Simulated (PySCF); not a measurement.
**Electron correlation in Se²¹⁺ (selenium, charge +21)**

[Ne] 3s2 3p1, 2P determinant. Computed with PySCF 2.14 in an uncontracted even-tempered set (17 s from 1.9 bohr⁻², ratio 2.5; 11 p from 2.4 bohr⁻², ratio 2.5; 5 d from 11 bohr⁻², ratio 2.7; 4 f from 17 bohr⁻², ratio 2.7), with no relativity, point nucleus. Frozen: 1s2; 11 electrons correlated; the 18 highest virtual orbitals of each spin left out.

```tsv
level	correlation energy (mhartree)
CCSD	-470.08
(T)	-2.30
CCSD(T)	-472.38
```

Diagnostics: T1 = 0.0019, D1 = 0.0084, largest double amplitude 0.087.

Task: Is a single reference adequate?

Result: Mostly. T1 lies below 0.03, but a double amplitude of this size points to a near-degeneracy that CCSD handles and MP2 describes poorly.

At this charge a non-relativistic calculation is a model, useful for the Z dependence of the correlation energy.
